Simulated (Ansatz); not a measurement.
Ansatz results at the PBE0-D4/def2-TZVP geometry: HOMO–LUMO gap (PBE/def2-TZVPP) 5.56 eV; zero-point energy (PBE0-D4/def2-TZVP) 109.2 kJ/mol; HOMO energy (B3LYP/def2-TZVPP) -8.46 eV.

Each molecule was computed in one conformer, which needn't be the lowest.

(1) Which molecule gave them?
A. `[SiH3][Ge]([Cl])([Cl])[Cl]`
B. `[OH][GeH]([F])[F]`
C. `[OH][Ge]([SiH3])([Cl])[Cl]`
D. `C#[C][Ge]([Cl])([Cl])[Cl]`

Results:

(1) C. The others give `[SiH3][Ge]([Cl])([Cl])[Cl]`: 5.06, 76.9, -8.44; `C#[C][Ge]([Cl])([Cl])[Cl]`: 5.43, 61.5, -8.82; `[OH][GeH]([F])[F]`: 7.02, 69.8, -9.77.

B3LYP here is the variant with VWN-RPA as its local correlation; programs differ in this.
